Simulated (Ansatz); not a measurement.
Tuning the range parameter of LC-ωPBE so that −HOMO meets the ionisation energy; basis def2-SVP, Ansatz. System: In9P9H24, a nanocrystal cut from wurtzite InP (hydrogen-capped). Total charge 0; singlet. Geometry: PBE-D4/def2-SVP. The ionised state is a doublet.

Geometry of the singlet:

Cartesian coordinates in Å:
```
In -2.024 1.477 3.043
P -2.996 -0.975 2.960
P -1.268 1.814 0.647
In -2.454 0.201 -1.050
In -0.584 3.339 -3.254
P -1.562 0.892 -3.323
In -1.838 -3.015 1.751
P -1.112 -1.971 -0.442
In -0.399 -1.137 -4.541
P 0.241 0.833 4.235
In 1.302 2.300 0.430
P 1.673 2.699 -2.049
In 2.024 -0.858 3.272
P 0.397 -2.933 3.151
P 2.142 -0.153 0.840
In 1.482 -2.070 -0.827
In 3.449 1.013 -3.026
P 1.828 -1.064 -3.131
H -2.996 2.532 4.016
H -4.283 -0.851 2.344
H -3.449 -1.368 4.262
H -1.865 3.085 0.358
H -4.136 0.008 -0.620
H -1.541 4.234 -2.093
H -0.208 3.816 -4.883
H -2.807 1.041 -4.023
H -2.707 -4.496 1.994
H -1.616 -2.937 -1.374
H -1.259 -2.581 -4.054
H -0.024 -0.646 -6.167
H 0.006 0.562 5.623
H 0.944 2.069 4.403
H 1.829 3.340 1.730
H 2.386 3.943 -1.977
H 3.336 -1.121 4.374
H 0.173 -3.458 4.466
H 1.195 -4.011 2.652
H 3.561 -0.045 0.665
H 2.115 -3.598 -0.267
H 3.811 1.497 -4.656
H 4.599 0.692 -1.746
H 2.636 -2.098 -3.715
```

In the def2 sets In takes a core potential; there is no spin–orbit coupling. Single mean-field runs in def2-SVP are fitted with def2-universal-jkfit.

| ω (1/bohr) | HOMO (eV) | LUMO (eV) | vertical IE (eV) | HOMO + IE (eV) |
| --- | --- | --- | --- | --- |
| 0.1 | -7.04 | -0.97 | 7.40 | 0.36 |
| 0.15 | -7.54 | -0.51 | 7.60 | 0.06 |
| 0.2 | -7.94 | -0.21 | 7.80 | -0.14 |
| 0.3 | -8.56 | 0.15 | 8.03 | -0.54 |

**Question.** Where does the tuning condition hold?

**Answer.** Near ω = 0.17 bohr⁻¹, by linear interpolation.
